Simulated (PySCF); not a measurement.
C₂H₈AlP. Atoms are numbered in the order given.

```xyz
12

Al    -0.3408     0.0848    -0.2819
C     -1.8591    -1.1474    -0.3864
H     -2.0631    -1.4341    -1.4326
H     -2.7760    -0.6534    -0.0188
H     -1.7227    -2.0711     0.1967
C     -0.2800     1.7313    -1.3412
H      0.2269     1.5405    -2.3044
H      0.2845     2.5358    -0.8429
H     -1.2856     2.1133    -1.5816
P      1.3781    -0.3347     1.2481
H      2.4258     0.1010     0.3797
H      1.5029    -1.7182     0.9135
```

The structure is a stationary point at PBE0-D3(BJ)/def2-SVP. The structure was generated by enumeration; whether it is a known compound was not checked. One conformer was computed; it need not be the lowest.

Method: PBE/def2-TZVP (PySCF).

ESP charges are fitted to the potential on shells at 1.4 to 2.0 van der Waals radii. Atomic charges (e):

```csv
atom,ESP fit,Löwdin,Mulliken,meta-Löwdin
Al1,0.84,0.04,0.46,0.72
C2,-0.81,-0.50,-0.56,-0.65
H3,0.17,0.14,0.14,0.13
H4,0.18,0.14,0.13,0.13
H5,0.17,0.14,0.14,0.13
C6,-0.78,-0.50,-0.57,-0.65
H7,0.15,0.14,0.13,0.13
H8,0.17,0.14,0.14,0.13
H9,0.17,0.14,0.14,0.13
P10,-0.38,0.05,-0.31,-0.27
H11,0.06,0.04,0.08,0.03
H12,0.06,0.04,0.08,0.03
```
